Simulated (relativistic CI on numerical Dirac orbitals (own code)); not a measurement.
# Judd-Ofelt analysis for Eu³⁺

Computed by Dirac-Coulomb-Breit CI, KLI orbitals optimised for each configuration, QED by a radiative potential, valence Slater integrals scaled by 0.75 (own radial code, finite nucleus).

Configuration 4f6 alone, in intermediate coupling. Take Ω₂ = 0.83, Ω₄ = 5.15, Ω₆ = 5.86 (10⁻²⁰ cm²) and refractive index n = 2.01 as given. A_ED = 64π⁴e²ν³ n(n² + 2)²/[27h(2J + 1)] Σ Ω_λ |U^λ|², in Gaussian units with ν in cm⁻¹, and A_MD is n³ times the free-ion magnetic-dipole rate; a dash marks a rate that is forbidden or under 2 % of the level's free-ion decay.

Emitting level 5D_0 at 14049 cm⁻¹ (radiative decay alone: multiphonon quenching in a host is left out, and the level can lie too high or too low):

```
  To  ν (cm⁻¹)  U² squared  U⁴ squared  U⁶ squared  Free-ion A(M1) (s⁻¹)
7F_0     14049      0.0000      0.0000      0.0000                     -
7F_1     13621      0.0000      0.0000      0.0000                  11.5
7F_2     12906      0.0052      0.0000      0.0000                     -
7F_3     12020      0.0000      0.0000      0.0000                     -
7F_4     11043      0.0000      0.0040      0.0000                     -
7F_5     10024      0.0000      0.0000      0.0000                     -
7F_6      9001      0.0000      0.0000      0.0000                     -
```

**Question.** Give the rates, branching ratios and the radiative lifetime.

**Answer.** The rates are:

```
  To  λ (nm)  A_ED (s⁻¹)  A_MD (s⁻¹)  β (%)
7F_0     712           0           0    0.0
7F_1     734           0        93.7   30.2
7F_2     775        54.5           0   17.6
7F_3     832           0           0    0.0
7F_4     906         162           0   52.2
7F_5     998           0           0    0.0
7F_6    1111           0           0    0.0
```

τ_rad = 3.23e-03 s. Computed level positions enter as ν³, so measured ones would change the rates. For the strongest line (906 nm) and an assumed effective width Δλ = 25 nm (300 cm⁻¹), the Füchtbauer-Ladenburg formula σ = λ⁴A/(8πcn²Δλ) gives a peak emission cross-section of 0.15 × 10⁻²⁰ cm².
